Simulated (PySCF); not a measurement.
oxygen atom (O), triplet; REVPBE/STO-3G (PySCF).

The PySCF input:
```python
from pyscf import gto, scf, dft

mol = gto.M(
    atom='''
O     0.00000000    0.00000000    0.00000000
''',
    basis='sto-3g',
    spin=2,
    verbose=4,
)

mf = dft.UKS(mol)
mf.xc = 'revpbe'
mf.kernel()
```

Task: What does PySCF print? Leave out banner, timings and long lists.

Result: 
```
PySCF version 2.14.0

[INPUT] verbose = 4
[INPUT] num. atoms = 1
[INPUT] num. electrons = 8
[INPUT] charge = 0
[INPUT] spin (= nelec alpha-beta = 2S) = 2
[INPUT] symmetry False subgroup None
[INPUT] Mole.unit = angstrom
[INPUT] Symbol           X                Y                Z      unit          X                Y                Z       unit  Magmom
[INPUT]  1 O      0.000000000000   0.000000000000   0.000000000000 AA    0.000000000000   0.000000000000   0.000000000000 Bohr   0.0

nuclear repulsion = 0
number of shells = 3
number of NR pGTOs = 15
number of NR cGTOs = 5
basis = sto-3g
ecp = {}

******** <class 'pyscf.dft.uks.UKS'> ********
method = UKS
initial guess = minao
damping factor = 0
level_shift factor = 0
DIIS = <class 'pyscf.scf.diis.CDIIS'>
diis_start_cycle = 1
diis_space = 8
diis_damp = 0
SCF conv_tol = 1e-09
SCF conv_tol_grad = None
SCF max_cycles = 50
direct_scf = True
direct_scf_tol = 1e-13
number electrons alpha = 5  beta = 3
XC library pyscf.dft.libxc version 7.1.2
    S. Lehtola, C. Steigemann, M. J. T. Oliveira, and M. A. L. Marques,  SoftwareX 7, 1–5 (2018)
XC functionals = revpbe
    Y. Zhang and W. Yang,  Phys. Rev. Lett. 80, 890 (1998)
    J. P. Perdew, K. Burke, and M. Ernzerhof,  Phys. Rev. Lett. 77, 3865 (1996)
    J. P. Perdew, K. Burke, and M. Ernzerhof,  Phys. Rev. Lett. 78, 1396 (1997)
radial grids:
    Treutler-Ahlrichs [JCP 102, 346 (1995); DOI:10.1063/1.469408] (M4) radial grids

becke partition: Becke, JCP 88, 2547 (1988); DOI:10.1063/1.454033
pruning grids: <function nwchem_prune>
grids dens level: 3
symmetrized grids: False
atomic radii adjust function: <function treutler_atomic_radii_adjust>
small_rho_cutoff = 0
Set gradient conv threshold to 3.16228e-05
tot grids = 14088
init E= -73.8988509933829
cycle= 1 E= -74.0169877020378  delta_E= -0.118  |g|= 2.81e-06  |ddm|= 1.16
cycle= 2 E= -74.0169877024437  delta_E= -4.06e-10  |g|= 2.82e-06  |ddm|= 0.000102
Extra cycle  E= -74.0169877028512  delta_E= -4.07e-10  |g|= 2.82e-06  |ddm|= 0.000102
converged SCF energy = -74.0169877028512  <S^2> = 2  2S+1 = 3
```
